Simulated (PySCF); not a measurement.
C₂H₅ClF₂Si. Atoms are numbered in the order given.

```xyz
11

C     -1.8921     0.5043     0.2526
C     -0.8853    -0.5592    -0.0779
F     -0.8573    -0.7471    -1.4302
F     -1.2819    -1.7518     0.4746
Si     0.9175    -0.2877     0.5338
Cl     1.5765     1.5404    -0.1722
H     -1.5863     1.4625    -0.1889
H     -2.8683     0.2082    -0.1596
H     -1.9812     0.6228     1.3414
H      1.7757    -1.3716    -0.0075
H      0.9302    -0.2623     2.0211
```

Geometry: PBE0-D3(BJ)/def2-SVP. The structure was generated by enumeration, and PubChem lists no compound with its InChIKey, so it may never have been made. One conformer was computed; it need not be the lowest.

The numbers are results of PBE/pcSseg-1 (PySCF), not measurements.

GIAO shieldings, no solvent; atoms listed in one row are averaged. δ = σ(ref) − σ: ¹³C against TMS (σ = 182.0 ppm); ¹⁹F against CFCl3 (σ = 133.6 ppm); ²⁹Si against TMS (σ = 335.4 ppm); ³⁵Cl against HCl (σ = 936.5 ppm); ¹H against TMS (σ = 31.49 ppm), references at their B3LYP-D3(BJ)/def2-TZVP geometries, non-relativistic (without spin–orbit terms, shifts of atoms bonded to Cl or Br come out too high).

Computed chemical shifts:
```json
[
 {"nucleus": "¹³C", "atoms": "C2", "count": "1", "δ (ppm)": "134.8"},
 {"nucleus": "¹³C", "atoms": "C1", "count": "1", "δ (ppm)": "25.9"},
 {"nucleus": "¹⁹F", "atoms": "F3", "count": "1", "δ (ppm)": "-141.1"},
 {"nucleus": "¹⁹F", "atoms": "F4", "count": "1", "δ (ppm)": "-146.8"},
 {"nucleus": "²⁹Si", "atoms": "Si5", "count": "1", "δ (ppm)": "-18.0"},
 {"nucleus": "³⁵Cl", "atoms": "Cl6", "count": "1", "δ (ppm)": "-43.7"},
 {"nucleus": "¹H", "atoms": "H10, H11", "count": "2", "δ (ppm)": "5.33"},
 {"nucleus": "¹H", "atoms": "H7, H8, H9", "count": "3", "δ (ppm)": "1.93"}
]
```
